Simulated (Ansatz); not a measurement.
`O/C(Cl)=N/[SiH3]` + CH₄ → `C/C(Cl)=N\[SiH3]` + H₂O at 700 K and 1 bar (formal exchange of groups at a C–O bond).

Gas-phase electronic energies from Ansatz, PBE0-D4/def2-TZVP geometries. CCSD(T)/CBS adds triple-zeta CCSD(T) − MP2 to the extrapolated MP2 energy (def2 sets, frozen cores). This one scheme is used for every species. Double bonds are as drawn, so ΔE can hold a change between cis and trans. One conformer a species, not always the lowest.

| species | CCSD(T)/CBS energy (Eh) | H − E (kJ/mol) | S (J/(mol·K)) |
| --- | --- | --- | --- |
| `O/C(Cl)=N/[SiH3]` | -919.19409 | 208.9 | 452.9 |
| CH₄ | -40.46206 | 145.9 | 224.0 |
| `C/C(Cl)=N\[SiH3]` | -883.27379 | 276.1 | 471.2 |
| H₂O | -76.37941 | 80.5 | 218.4 |

H − E and S are ideal-gas, rigid-rotor, harmonic terms from PBE0-D4/def2-TZVP, for one conformer and one mirror image of each species. 1 Eh = 2625.50 kJ/mol, R = 8.31446 J/(mol·K).

**Question.** By hand: ΔE, ΔH, ΔS and ΔG.

**Answer.** ΔE = (-883.27379) + (-76.37941) − (-919.19409) − (-40.46206) = 0.00295 Eh = 7.7 kJ/mol. Δ(H − E) = 276.1 + 80.5 − 208.9 − 145.9 = 1.8, so ΔH = 9.5 kJ/mol. ΔS = 471.2 + 218.4 − 452.9 − 224.0 = 12.7 J/(mol·K). ΔG = 9.5 − 700 × (12.7)/1000 = 0.6 kJ/mol.

**Question.** By hand: the equilibrium constant, and the temperature at which ΔG would vanish if ΔH and ΔS stayed fixed.

**Answer.** log₁₀ K = −ΔG/(RT ln 10) = 0.0. ΔG = 0 at ΔH/ΔS = 748 K, though so small a ΔH makes that figure unsure.

TΔS isn't small against ΔH here. The sign of ΔG lies within the doubt. A doubt of 5 kJ/mol in ΔE shifts log₁₀ K by 0.4 here. Other conformers and mirror images would add mixing entropy, several J/(mol·K) or more a flexible species. Modes under 60 cm⁻¹, often nearly free rotors, make the harmonic entropy too high. These are equilibria of isolated gas molecules and say nothing of rates. Largest T1 diagnostic: 0.013 (customary marks: 0.02 for closed shells, 0.045 for open ones).
